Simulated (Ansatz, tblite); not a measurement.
Forces on TaSe₂ at its PBE-D4/def2-TZVP geometry. The state is a doublet with charge 0.

In the def2 sets Ta takes a core potential; there is no spin–orbit coupling. The xTB rows come from tblite. At PBE-D4/def2-TZVP the charge 0 doublet is spin-contaminated (final ⟨S²⟩ up to 1.33, 0.75 for a pure state). The geometry of the doublet was relaxed on an unsound state (⟨S²⟩ 1.33, where a pure state has 0.75). At PBE0-D4/def2-TZVP a quartet of charge 0 lies 0.19 eV below the doublet, each at its own geometry. The structure comes from a short search, and lower isomers may exist.

GFN1-xTB (tblite), largest force 0.74 eV/Å:

```xyz
3
positions Å, forces eV/Å
Ta   -0.211    1.141    0.858    0.114   -0.575   -0.435
Se   -1.035   -0.858   -0.325    0.556    0.436    0.157
Se    1.247   -0.284   -0.533   -0.670    0.139    0.277
```

GFN2-xTB (tblite), largest force 2.63 eV/Å:

```
Ta -0.379 2.080 1.562
Se -0.097 -1.116 -0.758
Se 0.476 -0.964 -0.804
```

PBE-D4/def2-TZVP (Ansatz), largest force 0.01 eV/Å:

```
Ta 0.009 -0.005 -0.006
Se -0.007 -0.004 -0.001
Se -0.001 0.009 0.007
```
